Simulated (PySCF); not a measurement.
Species: C6H14BN.
Structure used (PBE0-D3(BJ)/def2-SVP), in Å, numbered top down from 1:
```xyz
22
C6H14BN angstrom
C     -2.213   -0.480   -1.144
N     -1.449   -0.048   -0.001
C     -2.266    0.308    1.133
B     -0.048    0.014    0.012
C      0.924   -0.362   -1.194
C      2.304   -0.413   -0.523
C      2.251    0.632    0.594
C      0.864    0.472    1.234
H     -2.902    0.313   -1.489
H     -1.549   -0.741   -1.976
H     -2.831   -1.366   -0.905
H     -2.885   -0.546    1.465
H     -2.958    1.135    0.887
H     -1.640    0.623    1.976
H      0.894    0.470   -1.925
H      0.677   -1.274   -1.761
H      2.455   -1.411   -0.073
H      3.145   -0.254   -1.218
H      3.086    0.537    1.307
H      2.334    1.640    0.148
H      0.886   -0.357    1.970
H      0.531    1.363    1.791
```

Level: PBE0/pcSseg-1 in PySCF, non-relativistic, on one gas-phase PBE0-D3(BJ)/def2-SVP geometry that isn't relaxed in the solvent. The solvent is an IEF-PCM continuum (cavity from Bondi-type radii × 1.2). Specific hydrogen bonds and non-electrostatic terms are outside this model.

```
run  E − E(gas) (kcal/mol)  HOMO (eV)  HOMO–LUMO gap (eV)  dipole (D)
gas                   0.00      -6.97                7.89        1.67
  P                  -1.39      -6.85                7.80        2.13
  Q                  -0.60      -6.89                7.85        1.88
```

Problem. The runs were made in benzene and water. Which run belongs to which solvent?

Solution. P = water, Q = benzene. The dielectric constants are 2.271 (benzene), 78.36 (water), and the energy falls further as ε rises. In this model the ground state sees the solvent through ε alone.

Problem. How constant is the ratio of the lowering to (ε − 1)/(2ε + 1)?

Solution. 
```json
{"solvent": "benzene", "(ε − 1)/(2ε + 1)": "0.229", "E − E(gas) (kcal/mol)": "-0.60", "ratio (kcal/mol)": "-2.6", "polarisation term (kcal/mol)": "-0.63"}
{"solvent": "water", "(ε − 1)/(2ε + 1)": "0.490", "E − E(gas) (kcal/mol)": "-1.39", "ratio (kcal/mol)": "-2.8", "polarisation term (kcal/mol)": "-1.54"}
```

The ratio changes by +7.3 % in size from benzene to water. The polarisation term is half the interaction of the solute with the induced surface charges.
